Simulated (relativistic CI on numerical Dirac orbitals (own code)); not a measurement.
# Au³⁺: L2,3 absorption edge

Computed with this model: Dirac-Coulomb-Breit CI, orbitals from a KLI potential per configuration, QED by a radiative potential, valence Slater integrals scaled by 0.8, multiplet model of core-to-valence dipole absorption; configurations [Xe] 4f14 5d8 → [He] 2s2 2p5 3s2 3p6 3d10 4s2 4p6 4d10 4f14 5s2 5p6 5d9; 80 K; Lorentzian 5 eV and Gaussian 1 eV FWHM. Energies are those of the free ion, without screening or charge transfer. The branching ratio is the share of the lower-energy edge in the whole absorption, uncertain by about 0.02 where the edges overlap. S is read from ⟨S²⟩ = S(S + 1).

Field parameters in Wybourne normalisation: Oh B⁴₀ = 21Dq, B⁴₄ = √(5/14) B⁴₀. The field is a parameter set, without covalency.

Case Oh, 10Dq = 33450 cm⁻¹, the dichroism is that of the ground state at zero temperature, magnetised by exchange field 10 meV on Sz. The dichroism I(Δm = −1) − I(Δm = +1), over the sum of the three polarisations, integrates to -0.2216 on the lower edge and 0.0567 on the upper edge. The branching ratio is 0.822.

**Question.** Use the orbital sum rule with 2 holes to get ⟨Lz⟩.

**Answer.** For a p → d edge ⟨Lz⟩ = 2 × n_h × (sum of both integrals) in this sign convention = -0.66; the ground state itself has ⟨Lz⟩ = -0.57 and ⟨Sz⟩ = -0.97. The rule assumes one radial integral for both edges, which relativistic orbitals only approach.
